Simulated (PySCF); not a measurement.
**Computed structure and properties of [Gd(BH4)2]+**

System: [Gd(BH4)2]+ (singlet in the valence; each metal's 4f electrons, 7 of them, lie in its core potential, out of spins and levels); start: template (C2). Method: PySCF 2.14.0, RKS PBE0, Gd lcecp-1-SVP with ECP53, B def2-SVP, H def2-SVP; non-relativistic Hamiltonian with scalar-relativistic core potentials where named; density fitting; no spin-orbit coupling.

Input of the relaxation:

```python
mol = gto.M(atom='''
Gd     0.00000     0.00000    -0.16224
B      2.26860     0.00000     0.85306
H      3.36390     0.00000     1.34316
H      1.54850    -0.83350     1.44396
H      2.35410    -0.30510    -0.35614
H      1.76430     1.13860     0.96156
B     -2.26860     0.00000     0.85306
H     -3.36390     0.00000     1.34316
H     -1.54850     0.83350     1.44396
H     -2.35410     0.30510    -0.35614
H     -1.76430    -1.13860     0.96156''',
    basis={'Gd': 'lcecp-1-SVP', 'B': 'def2-SVP', 'H': 'def2-SVP'},
    ecp={'Gd': 'lcecp-1-SVP'},
    charge=1, spin=0)
mf = dft.RKS(mol, xc='PBE0')
mf.grids.atom_grid = (50, 194)  # f atoms: unpruned, at least (60, 302)
mf = mf.density_fit()  # fitting sets: Gd AutoAux, B def2-universal-JKFIT, H def2-universal-JKFIT
mf.conv_tol = 1e-08; mf.max_cycle = 55
mf.kernel(dm0)  # dm0: converged density of the start geometry
# quasi-Newton relaxation in Cartesian coordinates to a largest gradient under 0.00045 Eh/bohr, steps kept in the point group
```

Run from Python with OMP_NUM_THREADS=2; the lines above give its settings. Where DIIS fails, smearing, a level shift and second-order steps follow.
It took 94 s on 2 threads of Arm Neoverse V1, on a shared host, from the converged density of the start.

Course of the relaxation:

```json
{"step": "0", "energy above end (eV)": "0.4788", "largest force component within the symmetry (eV/Å)": "1.455"}
{"step": "1", "energy above end (eV)": "0.3333", "largest force component within the symmetry (eV/Å)": "1.161"}
{"step": "2", "energy above end (eV)": "0.0969", "largest force component within the symmetry (eV/Å)": "0.299"}
{"step": "3", "energy above end (eV)": "0.0760", "largest force component within the symmetry (eV/Å)": "0.256"}
{"step": "4", "energy above end (eV)": "0.0646", "largest force component within the symmetry (eV/Å)": "0.289"}
{"step": "5", "energy above end (eV)": "0.0561", "largest force component within the symmetry (eV/Å)": "0.253"}
{"step": "6", "energy above end (eV)": "0.0428", "largest force component within the symmetry (eV/Å)": "0.208"}
{"step": "7", "energy above end (eV)": "0.0200", "largest force component within the symmetry (eV/Å)": "0.239"}
{"step": "20", "energy above end (eV)": "0.0014", "largest force component within the symmetry (eV/Å)": "0.037"}
{"step": "21", "energy above end (eV)": "0.0005", "largest force component within the symmetry (eV/Å)": "0.038"}
{"step": "22", "energy above end (eV)": "0.0002", "largest force component within the symmetry (eV/Å)": "0.034"}
{"step": "23", "energy above end (eV)": "0.0003", "largest force component within the symmetry (eV/Å)": "0.033"}
{"step": "24", "energy above end (eV)": "0.0000", "largest force component within the symmetry (eV/Å)": "0.010"}
{"step": "25", "energy above end (eV)": "0.0000", "largest force component within the symmetry (eV/Å)": "0.007"}
```
(The steps between are left out.)

Relaxed geometry (C2):

```xyz
11

Gd    0.0000    0.0002   -0.3756
B     2.0210   -0.0040    0.9015
H     2.9819    0.0137    1.6157
H     1.1253   -0.8239    1.2774
H     2.2322   -0.2847   -0.3082
H     1.3918    1.1020    0.8658
B    -2.0210    0.0040    0.9015
H    -2.9821   -0.0140    1.6156
H    -1.1255    0.8241    1.2774
H    -2.2321    0.2845   -0.3082
H    -1.3915   -1.1019    0.8660
```

```json
{"contact": "Gd1–H4 (BH4)", "Å": "2.163"}
{"contact": "Gd1–H9 (BH4)", "Å": "2.163"}
```

On the finer grid (75, 302):

| Quantity | Value |
| --- | --- |
| HOMO | -13.97 eV |
| LUMO | -7.68 eV |
| Dipole about the centre of mass | 4.32 D |
| Set of Mulliken populations of Gd1 outside the core potential | s 2.31, p 6.27, d 1.27, f 0.05 |
| D3(BJ) dispersion energy (not in the energies) | -0.191 eV |

| atom | Mulliken (e) | Löwdin (e) | spin (e) |
| --- | --- | --- | --- |
| Gd1 | 1.10 | 1.04 | 0.00 |
| B2 | -0.17 | -0.24 | 0.00 |
| H3 | 0.09 | 0.04 | 0.00 |
| H4 | 0.04 | 0.07 | 0.00 |
| H5 | -0.01 | 0.04 | 0.00 |
| H6 | 0.01 | 0.06 | 0.00 |
| B7 | -0.17 | -0.24 | 0.00 |
| H8 | 0.09 | 0.04 | 0.00 |
| H9 | 0.04 | 0.07 | 0.00 |
| H10 | -0.01 | 0.04 | 0.00 |
| H11 | 0.01 | 0.06 | 0.00 |

The 4f levels lie in the core potential and are missing. Their spin isn't counted.

On the grid (50, 194), as all that follows. Harmonic modes: a minimum; lowest 115 cm⁻¹ (negative: unstable), highest 2716 cm⁻¹, zero-point energy 2.151 eV.

Taking off one BH4 (charge -1, singlet; the rest: singlet) in vacuum, both parts rigid, costs 13.72 eV; the small basis without counterpoise inflates it. Most of it is the attraction of opposite charges; other ways to part are cheaper, and one spin state was tried for the rest.

Rigid scan of BH4 along the line from its metal:

(distance to B2 (Å), energy (eV)): (2.09, 1.124), (2.19, 0.443), (2.29, 0.098), (2.39, 0.000), (2.49, 0.077), (2.59, 0.277), (2.79, 0.886), (3.09, 1.985), (3.49, 3.361), (3.99, 4.705)

One start shape was tried, so this needn't be the lowest isomer.

An lcecp potential fixes the number of 4f electrons, so in runs with it no electron can move into or out of that shell.
